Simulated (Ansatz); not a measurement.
A structure relaxed at PBE0-D4/def2-TZVP, charge 0, multiplicity 1:

```csv
atom,x (Å),y (Å),z (Å)
O1,0.435,0.728,-1.245
Ga2,0.140,-0.144,0.270
O3,-1.516,-0.516,0.756
Cl4,1.742,-0.756,1.519
H5,1.365,0.884,-1.424
H6,-2.166,-0.197,0.124
```

Q: Give its formula and SMILES.

A: ClGaH2O2, `[OH][Ga]([OH])[Cl]`.

Q: Point group (tolerance 0.08 Å, 0.16 Å for H)?

A: Cs.

Q: Summarise the bond lengths by kind.

A: 2 × Ga–O 1.766 to 1.772 Å; 2 × H–O 0.960 to 0.961 Å; 1 × Cl–Ga 2.122 Å.

All numbers were calculated with Ansatz.
